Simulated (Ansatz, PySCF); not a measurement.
Process, species as SMILES: N[SiH2][SiH2]N -> N[SiH2][SiH2] + [NH2] (NH2) (the N-Si bond at the site shown breaks; other sites are not compared here)
Each molecule is optimised on its own at B3LYP-D3(BJ)/def2-TZVP (Ansatz, a program for electronic structure), one conformer each, not searched for the lowest.

Quantity: bond dissociation energy (0 K, with B3LYP-D3(BJ) harmonic zero-point energies from PySCF), in eV. Cores are frozen in the correlated levels unless marked. UHF or UKS for open shells. Spin-orbit coupling is left out. No relativistic terms. Basis-set limits of correlation are two-point, X^-3; Hartree-Fock from the larger set.

Level to compare with: CCSD(T)/CBS(aug-cc-pV(T+d)Z,aug-cc-pV(Q+d)Z) (Ansatz), 4.24 eV. It is a level with limits of its own, and the differences hold the functionals' basis error too.

Rank these functionals by how close they come to CCSD(T)/CBS(aug-cc-pV(T+d)Z,aug-cc-pV(Q+d)Z), closest first: wB97M-V/def2-TZVPD (Ansatz); PBE0/def2-TZVPD (Ansatz); BLYP/def2-TZVPD (Ansatz).

wB97M-V/def2-TZVPD (range-separated hybrid meta-GGA with VV10, 4.26 eV, difference 0.02), PBE0/def2-TZVPD (global hybrid, 3.97 eV, difference -0.27), BLYP/def2-TZVPD (GGA, 3.81 eV, difference -0.43)
